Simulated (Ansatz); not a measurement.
Abridged output of a molecular run in Ansatz:

```
Functional definition: HF
918 factors; integrals over basis functions are off by at most 1.1e-3 eV
mean field evaluation 1: about -11039.4851 eV, gradient 2.9e1 eV
mean field evaluation 2: about -11039.4887 eV, gradient 2.9e1 eV
mean field evaluation 4: about -11041.9419 eV, gradient 2.7e0 eV
mean field evaluation 8: about -11041.9706 eV, gradient 7.3e-5 eV
mean field -11041.97058905 eV, -405.7849346310 hartree, gradient 2.1e-6 eV, S^2 0.000000; 0 other end points of the search recorded, 0 dependent functions left out
8 core orbitals not correlated: weight in the atoms' cores, before any rotation towards them, 1.000 or more for the frozen orbitals, at most 0.000 for the correlated occupied ones
reference -11041.97058905 eV, -405.7849346310 hartree; 11, 11 occupied and 71, 71 virtual orbitals, 918 factors
second order -13.58082841 eV of doubles, -0.00000000 eV of singles
cycle   1  -14.32987397 eV  change   -7.5e-1 eV  update   8.6e-2
cycle   2  -14.76319997 eV  change   -4.3e-1 eV  update   2.8e-2
cycle   3  -14.83039367 eV  change   -6.7e-2 eV  update   1.1e-2
cycle   4  -14.83048246 eV  change   -8.9e-5 eV  update   3.4e-3
cycle   5  -14.83065195 eV  change   -1.7e-4 eV  update   1.0e-3
cycle   6  -14.83048648 eV  change    1.7e-4 eV  update   3.3e-4
cycle   7  -14.83047941 eV  change    7.1e-6 eV  update   8.9e-5
cycle   8  -14.83047612 eV  change    3.3e-6 eV  update   3.4e-5
cycle   9  -14.83046060 eV  change    1.6e-5 eV  update   1.1e-5
perturbative correction -0.54185155 eV, -0.0199126773 hartree
Total energy: -11057.34290120 eV, -406.3498566828 hartree
```

Its atoms:

```xyz
10

C    -0.100    0.032   -1.627
Si    0.605   -0.043    0.095
C    -0.221    0.660    1.540
C    -0.312   -0.671    1.519
H    -1.188    0.121   -1.595
H     0.159   -0.869   -2.189
H     0.302    0.890   -2.172
H     2.087   -0.143    0.062
H    -0.568    1.440    2.207
H    -0.763   -1.418    2.162
```

Task: Which basis set was used?
A. def2-TZVPPD
B. cc-pV(Q+d)Z
C. cc-pV(T+d)Z
D. def2-SVP

Result: D. It gives 90 functions.

Task: Write the keys of the input that set method, charge and spin (a neutral closed shell needs none for the last two).

Result: 
```yaml
correlation: {method: ccsd_t}
```
